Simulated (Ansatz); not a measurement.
```yaml
crystal:
  periodic: [false, false, false]
  atoms:
    - {symbol: B, position_ang: [0.069183, 1.058459, -0.304475]}
    - {symbol: N, position_ang: [0.557479, 0.335441, 0.997744]}
    - {symbol: Al, position_ang: [-0.270843, -1.043342, -0.037183]}
    - {symbol: Cl, position_ang: [0.834909, -2.283935, -1.162501]}
    - {symbol: H, position_ang: [-0.512212, 0.583652, -1.046456]}
    - {symbol: H, position_ang: [0.112297, 2.359431, -0.273338]}
    - {symbol: H, position_ang: [0.953001, 0.490713, 1.686538]}
    - {symbol: H, position_ang: [-1.733185, -1.757569, 0.200879]}
basis:
  gaussian: {orbitals: cc-pVTZ-DK}
total_charge: 1
magnetization: {spin_polarized: true, initial_magnetization: 1}
hamiltonian: {xc: {name: PBE-QIDH}}
```

```sh
$ ansatz run in.yaml --threads 2 --pin off --events-out ev --progress --plain --max-ram 4352MiB
```

It prints (some lines left out):

```
Functional definition: PBE-QIDH
1067 factors; integrals over basis functions are off by at most 1.0e-3 eV
mean field evaluation 1: about -21361.8459 eV, gradient 4.8e1 eV
mean field evaluation 2: about -21361.8498 eV, gradient 4.8e1 eV
mean field evaluation 4: about -21371.1813 eV, gradient 1.2e1 eV
mean field evaluation 8: about -21372.3406 eV, gradient 1.7e0 eV
mean field evaluation 16: about -21373.0139 eV, gradient 2.2e-1 eV
mean field -21373.01527014 eV, -785.4438240276 hartree, gradient 1.4e-6 eV, S^2 0.760117; 4 other end points of the search recorded, 0 dependent functions left out
12 core orbitals not correlated: weight in the atoms' cores, before any rotation towards them, 1.000 or more for the frozen orbitals, at most 0.000 for the correlated occupied ones
reference -21373.01528312 eV, -785.4438245048 hartree; 11, 10 occupied and 161, 162 virtual orbitals, 1067 factors
second order -16.02077651 eV of doubles, -0.00000000 eV of singles
Total energy: -21378.35554196 eV, -785.6400753972 hartree
Relativity: scalar
```

Run time 10 s (2 threads of an Intel Xeon 6975P-C on a shared host); peak host memory 0.65 GiB.
